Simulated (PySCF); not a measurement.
SMILES OB(O)[SiH2]C[SeH] (GFN2-xTB optimised geometry):

```
13

O     -1.145    -2.170     0.024
B     -0.406    -1.040     0.000
O      0.947    -1.040     0.000
Si    -1.245     0.747     0.000
C      0.063     2.026    -0.591
Se     1.871     1.529     0.015
H     -0.685    -3.014     0.044
H      1.443    -1.862     0.021
H     -1.672     1.214     1.334
H     -2.405     0.963    -0.883
H      0.103     2.100    -1.677
H     -0.136     3.014    -0.181
H      2.405     2.887    -0.088
```

Calculation: PBE/def2-TZVP in PySCF.

Question: What are the frontier orbital energies and the dipole moment?

Answer: HOMO-2 -7.51 eV, HOMO-1 -6.91 eV, HOMO -4.89 eV, LUMO -1.22 eV, LUMO+1 -0.76 eV; dipole moment 2.80 D.

On the same geometry PBE0/def2-TZVP (PySCF) gives HOMO-2 -8.75 eV, HOMO-1 -8.14 eV, HOMO -6.04 eV, LUMO -0.30 eV, LUMO+1 0.11 eV; dipole moment 2.79 D.

Meta-Löwdin charges at PBE/def2-TZVP: O1 -0.48, B2 0.23, O3 -0.47, Si4 0.43, C5 -0.51, Se6 -0.04, H7 0.34, H8 0.34, H9 -0.07, H10 -0.08, H11 0.13, H12 0.14, H13 0.04.
